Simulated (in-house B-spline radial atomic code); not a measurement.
Whole-atom quantities along the 44-electron series, configuration [Kr] 4d8. Computed with an all-electron radial atomic-structure program (B-spline basis): non-relativistic Hartree-Fock, average of the configuration, point nuclei.

This level leaves out relativity, spin-orbit splitting included, which matters for heavy ions.

```
  ion   Z  E/Z² (Eh)  Σ<r²> (bohr²)  n(0)/Z³ (bohr⁻³)  Lamb diamagnetic shielding (ppm)  repulsion over attraction
  Rh+  45    -2.3139         35.988           0.69965                           4398.11                    0.15952
 Pd2+  46    -2.3332         30.097           0.70045                           4524.92                    0.15796
 Ag3+  47    -2.3519         26.026           0.70123                           4651.19                    0.15628
 Cd4+  48    -2.3702         22.955           0.70199                            4777.1                    0.15451
 In5+  49     -2.388         20.522           0.70273                           4902.74                     0.1527
 Sn6+  50    -2.4054         18.529           0.70345                            5028.2                    0.15086
 Sb7+  51    -2.4222         16.861           0.70415                           5153.49                    0.14901
 Te8+  52    -2.4386          15.44           0.70483                           5278.66                    0.14716
  I9+  53    -2.4546         14.214            0.7055                           5403.74                    0.14532
Xe10+  54    -2.4701         13.144           0.70614                           5528.72                    0.14349
Cs11+  55    -2.4853         12.203           0.70677                           5653.63                    0.14168
```

(1) With what power of Z does the column «Σ<r²> (bohr²)» change over this range?

Answers

(1) A fit of the logarithm of its size against log Z from Z = 45 to 55 has slope -5.24. Unscreened non-relativistic hydrogenic orbitals would give -2.
